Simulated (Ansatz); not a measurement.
`N=CC[SiH3]` + `N=C[SeH]` → `[SiH3]/N=C\[SeH]` + `CC=N`  (ligand exchange at the Si–C bond)

Gas-phase electronic energies from Ansatz, PBE0-D4/def2-TZVP geometries. CCSD(T)/CBS adds triple-zeta CCSD(T) − MP2 to the extrapolated MP2 energy (def2 sets, frozen cores). For Se outer-core shells are correlated without core-valence functions, which leaves a few kJ/mol of doubt a bond. Scalar relativity is left out up to krypton. Each species was taken in one conformer, which may not be the lowest.

`N=CC[SiH3]`:

Z-matrix (Å, degrees):
```
C
C 1 1.491
Si 1 1.891 2 111.3
H 1 1.095 2 110.4 3 119.0
H 1 1.094 2 111.0 3 -121.0
N 2 1.264 1 128.1 3 101.6
H 2 1.095 1 115.2 3 -76.4
H 3 1.485 1 109.6 2 -64.5
H 3 1.487 1 109.6 2 175.3
H 3 1.486 1 109.8 2 55.5
H 6 1.023 2 110.9 1 1.7
```

`N=C[SeH]`:

```xyz
6

N    -0.565    0.705   -1.102
C     0.038    0.078   -0.196
Se   -0.875   -0.356    1.416
H     0.040    0.869   -1.905
H     1.077   -0.265   -0.225
H     0.285   -1.030    2.012
```

`[SiH3]/N=C\[SeH]`:

Cartesian coordinates in Å:
```
Si 0.990 0.194 -1.246
N 0.741 0.294 0.465
C -0.251 0.042 1.178
Se -1.983 -0.593 0.586
H 1.362 1.547 -1.724
H 2.107 -0.752 -1.482
H -0.215 -0.275 -1.992
H -0.224 0.166 2.264
H -2.525 -0.623 1.950
```

`CC=N`:

```xyz
8

C    -0.177    0.801   -0.004
C     0.410   -0.540   -0.300
N     0.136   -1.645    0.246
H    -0.641    1.218   -0.904
H    -0.926    0.746    0.788
H     0.608    1.501    0.297
H     1.172   -0.557   -1.087
H    -0.582   -1.522    0.964
```

```json
{"species": "`N=CC[SiH3]`", "CCSD(T)/def2-TZVPP energy (Eh)": "-423.97645"}
{"species": "`N=C[SeH]`", "CCSD(T)/def2-TZVPP energy (Eh)": "-2494.60008"}
{"species": "`[SiH3]/N=C\\[SeH]`", "CCSD(T)/def2-TZVPP energy (Eh)": "-2784.87098"}
{"species": "`CC=N`", "CCSD(T)/def2-TZVPP energy (Eh)": "-133.72383"}
```

**Question.** Work out ΔE.

**Answer.** ΔE = (-2784.87098) + (-133.72383) − (-423.97645) − (-2494.60008) = -0.01828 Eh = -0.50 eV. CCSD(T)/CBS gives -0.52 eV.

Largest T1 diagnostic among the species: 0.013.

In def2-TZVPP, CCSD(T) changes the Hartree–Fock value by +0.07 eV (the triples alone add −0.01 eV) and MP2 by +0.03 eV.
